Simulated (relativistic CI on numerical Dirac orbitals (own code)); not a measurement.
## One change at a time: Er²⁺

Base calculation: Dirac-Coulomb-Breit CI, separate exchange-only KLI orbitals for each configuration, QED by a radiative potential, valence Slater integrals scaled by 0.85, P86 correlation energy added to each configuration.

Configurations in the expansion (outside the closed core [Kr] 4d10 5s2): 4f12 5p6, 4f11 5p6 5d, 4f11 5p6 6s, 4f11 5p6 6p, 4f10 5p6 6s2, 4f11 5p6 5f, 4f11 5p6 7s, 4f12 5p5 5d, 4f11 5p6 7p, 4f14 5p4, 4f12 5p5 6s, 4f13 5p5. Levels of other configurations are missing.

The lowest level and the first level of each name with at least 55 % of one term (blank where a level has no safe partner in the second run):

| Level | Base (cm⁻¹) | Shift (cm⁻¹) |
| --- | --- | --- |
| 4f11 5p6 5d 5G°_6 | 0.0 | 0.0 |
| 4f11 5p6 5d 5H°_7 | 788.5 | +35.7 |
| 4f11 5p6 5d 5L°_10 | 2537.6 | +190.4 |
| 4f11 5p6 5d 5K°_9 | 4105.8 | +218.7 |
| 4f12 5p6 3H_6 | 4683.6 | +1656.4 |
| 4f11 5p6 5d 5G°_5 | 4828.6 | +289.0 |
| 4f11 5p6 6s 5I°_8 | 5213.3 | +4120.9 |
| 4f11 5p6 5d 5H°_6 | 5490.1 | +307.5 |
| 4f11 5p6 5d 5L°_8 | 8506.3 | +415.1 |
| 4f11 5p6 5d 5G°_4 | 9399.0 | +476.9 |
| 4f11 5p6 5d 5L°_9 | 9707.3 | +580.9 |
| 4f12 5p6 3H_5 | 11374.3 | +1075.3 |
| 4f11 5p6 6s 5I°_7 | 12013.7 |  |
| 4f11 5p6 6s 5I°_6 | 12379.4 | +4614.6 |
| 4f11 5p6 5d 5G°_2 | 14865.4 | +537.8 |
| 4f12 5p6 3H_4 | 15252.2 | +1016.7 |
| 4f11 5p6 6s 5I°_5 | 15645.6 | +4561.7 |
| 4f12 5p6 3F_3 | 17581.6 | +1187.1 |
| 4f11 5p6 6s 5I°_4 | 17713.7 | +4388.9 |
| 4f12 5p6 3F_2 | 18556.8 | +1357.3 |

For a near-neutral ion this model can misplace configurations by up to about 10,000 cm⁻¹ (more where the count of f electrons changes) and terms by 10 to 25 % of their spread. Rates follow the energies as ν³ (E1, M1) or ν⁵ (E2), so they and the lifetimes can be off by large factors. The fine structure of a lone outer electron comes out too small, for d and f at times inverted, and misplaced configurations move strength between like terms. 5 of the 22 excited levels that our extract of the measured tables holds in this range could be paired (the sources list more); they are missed by 514 cm⁻¹ on average and 996 at most, and levels without a partner can miss by more. Some levels of the ground configuration have no partner and can miss by 10 % or more. The computed lowest level isn't the tabulated ground level, which NIST ASD gives as 4f12 3H6.

Task: One thing was changed in a second run, which moved the levels as shown. Which?
A. QED terms removed
B. valence Slater integrals scaled by 0.75
C. configuration mixing switched off
D. self-excluded LDA correlation estimate
E. Breit term removed
F. one mean potential for all configurations

Result: F. One mean potential for all configurations. One potential for all configurations removes the relaxation of the orbitals, which moves whole configurations and changes the integrals a little.

LS names give the leading component of a level, which can be under half, so a name can repeat, a term be missing and a line seem to break the LS rules.
